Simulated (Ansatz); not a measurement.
Cartesian coordinates in Å:
```
I 1.188 -2.494 1.293
B 0.116 -1.076 0.127
O 0.341 0.276 0.370
B -0.315 1.261 -0.343
Zn -1.254 -0.370 -1.361
H -0.077 2.404 -0.086
```

Total charge 0; spin multiplicity 1. I takes the def2 core potential.

Problem. List the r2SCAN/def2-TZVPP orbital energies in eV (Ansatz). (Best estimate.)

Solution. The calculation gave: Occupied: -9435.00, -1144.33, -1006.96, -1006.93, -1006.87, -517.52, -184.49, -182.61, -181.89, -130.55, -130.41, -130.33, -130.25, -86.07, -86.07, -85.84, -50.35, -50.30, -50.25, -50.12, -50.12, -28.03, -18.27, -15.36, -12.85, -12.08, -12.00, -11.76, -11.75, -11.40, -10.83, -10.78, -9.68, -7.14, -7.06, -6.81, -5.11. Lowest empty: -2.75, -2.41, -2.36, 0.21, 0.68, 1.22, 1.35, 1.94.
